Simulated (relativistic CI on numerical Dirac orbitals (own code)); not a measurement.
Radial parameters of Te²⁶⁺

Computed by Dirac-Coulomb-Breit CI, separate exchange-only KLI orbitals for each configuration, a model potential for QED, unscaled Slater integrals (own radial code, finite nucleus).

Slater integrals F^k, G^k are unscaled and averaged over j, outside the closed core [Ne]; ζ comes from projecting the Hamiltonian with its Breit term on Σ l·s of the shell.

- 3s2.3p6.3d8: F^2(3d,3d) = 360620, F^4(3d,3d) = 231690, ζ(3d) = 36649 cm⁻¹; <r>(3d) = 0.2799, <r^2>(3d) = 0.09165 (bohr units).
- 3s2.3p5.3d9: ζ(3p) = 295440, F^2(3p,3d) = 322270, G^1(3p,3d) = 357640, G^3(3p,3d) = 234180, ζ(3d) = 36177 cm⁻¹; <r>(3p) = 0.3076, <r^2>(3p) = 0.1094, <r>(3d) = 0.2804, <r^2>(3d) = 0.09204 (bohr units).
- 3s2.3p4.3d10: F^2(3p,3p) = 322380, ζ(3p) = 295230 cm⁻¹; <r>(3p) = 0.308, <r^2>(3p) = 0.1097 (bohr units).

Question: Give the Racah parameters of the d shell in 3s2.3p6.3d8.

Answer: B = F²/49 − 5F⁴/441 = 4733 cm⁻¹ and C = 35F⁴/441 = 18388 cm⁻¹.

Averages of the first 10 configurations, taken without configuration mixing, which lowers the lowest level and can move excited configurations by several eV; other configurations of the list can lie among them:

```tsv
Configuration	Parity	States	Average energy above the lowest level (eV)
3s2.3p6.3d8	even	45	13.6
3s2.3p5.3d9	odd	60	263.3
3s2.3p4.3d10	even	15	517.9
3s.3p6.3d9	even	20	434.0
3p6.3d10	even	1	860.9
3s.3p5.3d10	odd	12	682.3
3s2.3p6.3d7.4s	even	240	597.8
3s2.3p6.3d7.4p	odd	720	658.6
3s2.3p6.3d7.4d	even	1200	745.3
3s2.3p4.3d9.4s	even	300	1091.4
```
